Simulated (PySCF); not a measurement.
This PySCF input asks for the NMR shieldings of SMILES C=CC[Si@@H](Cl)[C@H](C)OC, C6H13ClOSi; the geometry comes from GFN2-xTB.

```python
import basis_set_exchange as bse
import numpy as np
from pyscf import gto, dft
from pyscf.prop import nmr

atoms = """
C     3.806054    0.882537    0.640505
C     2.902914    0.050867    1.126001
C     1.430936    0.283558    1.082673
Si    0.612037   -0.781731   -0.273791
Cl    0.977159   -2.742689    0.093740
C    -1.286961   -0.514905   -0.266592
C    -2.006959   -1.326913   -1.341932
O    -1.407423    0.890601   -0.454495
C    -2.688126    1.417239   -0.216042
H     3.524975    1.820624    0.190332
H     4.859833    0.666367    0.677112
H     3.210176   -0.888214    1.566543
H     1.223668    1.333632    0.879744
H     0.996522    0.041195    2.055315
H     1.152256   -0.458036   -1.593278
H    -1.723137   -0.778726    0.711934
H    -1.671045   -1.014880   -2.327884
H    -1.780093   -2.381629   -1.210952
H    -3.086555   -1.199906   -1.285416
H    -2.584966    2.500917   -0.241177
H    -3.063804    1.109846    0.767883
H    -3.407873    1.109631   -0.981855
"""
names = dict.fromkeys(["C", "Si", "Cl", "O", "H"], "pcSseg-1")
basis = {el: gto.basis.parse(bse.get_basis(n, elements=[el], fmt="nwchem")) for el, n in names.items()}
mol = gto.M(atom=atoms, basis=basis, charge=0, verbose=0)
mf = dft.RKS(mol, xc="PBE0")
mf.grids.level = 2
mf.grids.alignment = dft.numint.BLKSIZE   # the property module wants whole blocks of grid points
mf.conv_tol = 1e-9
mf.kernel()

calc = nmr.RKS(mf)   # GIAO
C = mf.mo_coeff
Co = C[:, mf.mo_occ > 0]
resp = mf.gen_response(singlet=True, hermi=2)
def vind(x):   # induced exchange potential for any number of trial vectors
    d = np.einsum("pi,xij,qj->xpq", C, 2 * x.reshape(-1, C.shape[1], Co.shape[1]), Co, optimize=True)
    return np.einsum("xpq,pi,qj->xij", resp(d - d.transpose(0, 2, 1)), C, Co, optimize=True).ravel()
mo1, _ = nmr.rhf.solve_mo1(calc, with_cphf=vind)
sigma = calc.kernel(mo1)
for i, s in enumerate(sigma):   # ppm
    print("%2d %-2s %9.2f" % (i, mol.atom_pure_symbol(i), np.trace(s) / 3))
```

Q: What does it print?

A: 
```
 0 C      65.92
 1 C      45.07
 2 C     158.94
 3 Si    340.91
 4 Cl    995.67
 5 C     110.88
 6 C     172.38
 7 O     312.91
 8 C     127.17
 9 H      26.36
10 H      26.44
11 H      25.43
12 H      29.57
13 H      29.89
14 H      27.08
15 H      28.63
16 H      30.82
17 H      30.47
18 H      29.75
19 H      27.83
20 H      28.87
21 H      27.85
```

These numbers come from an equivalent density-fitted implementation of the same equations, which agrees with the script to about 0.01 ppm for H and up to a few tenths of a ppm for heavy atoms, so last digits may differ.

Q: Turn these shieldings into chemical shifts. Shifts are taken against calculated references (same method and geometry level): 13C (186.93 ppm) and 29Si (349.16 ppm) and 1H (31.72 ppm) against TMS; 35Cl (949.78 ppm) against HCl; 17O (336.08 ppm) against H2O.

A: Averaging equivalent atoms: C 1: 141.9; C 0: 121.0; C 5: 76.0; C 8: 59.8; C 2: 28.0; C 6: 14.5; Si 3: 8.3; Cl 4: -46; O 7: 23.2; H 11: 6.29; H 9: 5.35; H 10: 5.28; H 14: 4.64; H 19/20/21: 3.54; H 15: 3.08; H 12: 2.15; H 13: 1.82; H 16/17/18: 1.37 ppm. Experimental scales use liquid or dissolved standards, which lie at an offset from isolated H2O (liquid H2O: subtract about 36 ppm).

Size and cost of the density-fitted run: 232 basis functions, 52 s wall time on 1 thread of an Arm Neoverse V2, shared host; peak memory 1.1 GiB.
